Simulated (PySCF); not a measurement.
Several orderings of computed values.

Species are written as SMILES; each is one conformer at its optimised geometry, gas phase, non-relativistic unless stated; the electronic structure was computed with PySCF and density fitting.

Dipoles, sizes and rotational constants follow the conformer. The torsions of the flexible species, by atom-mapped SMILES:
- `[F:1][CH:2]([F:3])[C:4]1=[CH:5][Si@H:6]([NH:7][SiH3:8])[CH:9]=[CH:10]1`: F1–C2–C4–C5 0°, C5–Si6–N7–Si8 175°
- `[CH3:1][C:2](=[O:3])[C:4]#[C:5][Si@H:6]([PH2:7])[CH2:8][SiH3:9]`: C5–Si6–C8–Si9 64°, H–P7–Si6–C5 76°, H–P7–Si6–C5 168°
- `[CH3:1][CH2:2][CH2:3][SiH2:4][C:5]#[C:6][SiH2:7][CH2:8][CH3:9]`: C1–C2–C3–Si4 178°, C2–C3–Si4–C5 -61°, C6–Si7–C8–C9 -61°
- `[CH2:1]=[C:2]([CH3:3])[C@@:4]1([O:5][CH:6]=[O:7])[CH2:8][SiH2:9]1`: C1–C2–C4–O5 113°, C2–C4–O5–C6 -164°, C4–O5–C6–O7 0°

The conformers of `C=C1CO[C@H](C=O)C[SiH2]1`, `C=C[Si@@H]1CC[C@H](CC)[SiH2]1`, `C=C[Si@@H]1CC[C@@H](CC)[SiH2]1`, `C/C=C1\COCC(=O)[SiH2]1` and `[SiH3]/C=C(/[SiH3])C1CCCC1` aren't listed.

**Question.** Rank by HOMO–LUMO gap, lowest first (PBE0/pcSseg-1 at GFN2-xTB geometries).
A. `C=C[Si@@H]1CC[C@@H](CC)[SiH2]1`
B. `C=C1CO[C@H](C=O)C[SiH2]1`
C. `C(CC)[SiH2]C#C[SiH2]CC`
D. `C=C[Si@@H]1CC[C@H](CC)[SiH2]1`
E. `C/C=C1\COCC(=O)[SiH2]1`
F. `C(#CC(=O)C)[Si@H](P)C[SiH3]`
G. `FC(F)C1=C[Si@H](N[SiH3])C=C1`
H. `[SiH3]/C=C(/[SiH3])C1CCCC1`

**Answer.** G (5.07 eV), E (5.24 eV), F (5.73 eV), B (6.18 eV), H (6.66 eV), D (6.79 eV), A (7.20 eV), C (7.39 eV).

**Question.** Rank by HOMO energy, highest first (PBE0/pcSseg-1 at GFN2-xTB geometries).
A. `FC(F)C1=C[Si@H](N[SiH3])C=C1`
B. `C=C1CO[C@H](C=O)C[SiH2]1`
C. `CCC[SiH2]C#C[SiH2]CC`
D. `C=C[Si@@H]1CC[C@H](CC)[SiH2]1`

**Answer.** A (-7.01 eV), D (-7.14 eV), B (-7.31 eV), C (-7.76 eV).

**Question.** By how much do the two ends of that ranking differ?

**Answer.** By 0.75 eV, between `FC(F)C1=C[Si@H](N[SiH3])C=C1` and `CCC[SiH2]C#C[SiH2]CC`.

**Question.** Rank by dipole moment, lowest first (PBE0/pcSseg-1 at GFN2-xTB geometries).
A. `P[Si@@H](C#CC(=O)C)C[SiH3]`
B. `FC(F)C1=C[Si@H](N[SiH3])C=C1`
C. `C=C(C)[C@@]1(OC=O)C[SiH2]1`
D. `CCC[SiH2]C#C[SiH2]CC`

**Answer.** D (0.24 D), C (1.65 D), B (2.73 D), A (3.82 D).

**Question.** By how much do the two ends of that ranking differ?

**Answer.** By 3.58 D, between `CC(=O)C#C[Si@H](P)C[SiH3]` and `CCC[SiH2]C#C[SiH2]CC`.
